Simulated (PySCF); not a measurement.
# [MoF6]-: polar angle and twist varied

The complex [MoF6]- (charge -1) contains Mo(V), shell d1. The structure is a model geometry with rigid ligands and bond lengths from ionic radii, not a minimum; coordination octahedral, point group Oh, metal–donor distances 1.91 Å.

The d shell alone is too small an active space for [MoF6]- (an active orbital has only 0.63 squared overlap with the free ion's shell): its levels, fitted parameters, g values and moments show what this model gives and aren't sound predictions.

```
7

Mo    0.000    0.000    0.000
F     1.351   -0.780    1.103
F     0.000    1.560    1.103
F    -1.351   -0.780    1.103
F     1.351    0.780   -1.103
F    -1.351    0.780   -1.103
F     0.000   -1.560   -1.103
```

Method (PySCF 2.14, density fitting): CASSCF(1,5) with orbitals averaged over all microstates of the shell, strongly contracted NEVPT2 on the averaged canonical orbitals; basis x2c-TZVPall on the metal, x2c-SVPall elsewhere; spin-free X2C; IEF-PCM water; spin-orbit coupling by state interaction with the mean-field operator over all roots.

The two triangles of donors are moved: first the angle of each bond to the threefold axis z, then the twist between the triangles (60° antiprism, 0° prism).

```csv
polar angle and twist,group,ground,next state (NEVPT2) / cm⁻¹,orbital energies above the lowest (NEVPT2 fit) / cm⁻¹,μeff(300 K) / μB
"54.7°, 60.0°",Oh,2T2g,2Eg 36681,0 0 0 36681 36681,0.97
"50.0°, 60.0°",D3d,?,?,?,?
"59.0°, 60.0°",D3d,2A1g,2Eg 2178,0 2178 2178 38395 38395,1.33
"54.7°, 45.0°",D3,2A1,2E 1309,0 1309 1309 35720 35720,1.29
"52.0°, 30.0°",D3,2A1,2E 2913,0 2913 2913 32516 32516,1.55
"50.0°, 15.0°",D3,2A1,2E 4900,0 4900 4900 29588 29588,1.65
"49.1°, 0.0°",D3h,2A1',2E' 5630,0 5630 5630 28374 28374,1.68
```

(1) Fill in the row at 50.0°, 60.0°.

At 54.7°, 60.0°, 50.0°, 60.0° the ground state is orbitally degenerate, so the regular structure would distort there (Jahn–Teller).

Charge-transfer states lie outside this active space and may come lower than some of these levels. NEVPT2 on the d shell alone tends to put d–d bands too high for such charged or covalently bound ions.

Results:

(1) ground: 2Eg; next state (NEVPT2) / cm⁻¹: 2A1g 2723; orbital energies above the lowest (NEVPT2 fit) / cm⁻¹: 0 0 2723 37881 37881; μeff(300 K) / μB: 0.93.
